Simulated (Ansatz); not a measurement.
C3H7NSi, SMILES `CC[SiH2]C#N`, relaxed with RKS PBE-D4/def2-SVP in the Gaussian-basis code of Ansatz from a rough embedded geometry. The force threshold is 0.03 eV/Å; the program also tests the step.

Charge 0, multiplicity 1.

Start:

```xyz
12

C     1.132    0.711   -0.784
C     0.182    0.825    0.331
Si   -1.208   -0.443    0.312
C    -0.619   -2.153    0.598
N    -0.202   -3.276    0.658
H     1.975    1.458   -0.708
H     0.701    0.802   -1.755
H     1.688   -0.282   -0.727
H    -0.231    1.874    0.291
H     0.717    0.776    1.287
H    -1.976   -0.249   -0.951
H    -2.157   -0.043    1.450
```

```tsv
step	energy (eV)	largest force (eV/Å)	largest move (Å)
1	-12576.1245	2.931	0.000
2	-12576.4207	0.876	0.124
3	-12576.4505	0.236	0.047
4	-12576.4558	0.106	0.033
5	-12576.4573	0.062	0.030
6	-12576.4574	0.012	0.005
```

End:

```xyz
12

C     1.197    0.645   -0.776
C     0.180    0.876    0.351
Si   -1.267   -0.338    0.349
C    -0.580   -2.071    0.496
N    -0.103   -3.140    0.585
H     2.021    1.385   -0.734
H     0.725    0.731   -1.777
H     1.652   -0.365   -0.711
H    -0.257    1.898    0.295
H     0.668    0.809    1.348
H    -2.040   -0.298   -0.938
H    -2.197   -0.134    1.510
```

Run time 7.5 s (4 threads of a server CPU on a shared host); peak host memory 0.15 GiB.
